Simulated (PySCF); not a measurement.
A structure optimised at PBE-D3(BJ)/def2-SVP, used in a PySCF frequency run:

```
C
H 1 1.1131
H 1 1.1133 2 106.11
C 1 1.5239 2 109.01 3 -116.35
F 4 1.4128 1 109.46 2 -63.74
H 4 1.1166 5 106.90 1 118.38
C 1 1.5334 2 109.58 3 118.91
H 7 1.1101 1 108.16 2 67.27
H 7 1.1129 8 105.93 1 -116.70
C 7 1.5281 8 110.25 9 -118.98
H 10 1.1085 7 111.59 8 58.43
H 10 1.1101 11 107.48 7 122.27
H 10 1.1104 11 107.52 12 115.17
Si 4 1.9196 6 109.47 5 -115.12
H 14 1.5020 4 109.57 6 58.93
H 14 1.5032 15 109.55 4 -119.58
H 14 1.5065 15 109.34 16 -119.84
```
Charge 0, spin multiplicity 1.

### Question
Write its SMILES and formula.

### Answer
CCC[C@@H](F)[SiH3], C₄H₁₁FSi

### Question
What are its rotational constants (standard atomic weights)?

### Answer
5.6958, 1.2237, 1.0711 GHz
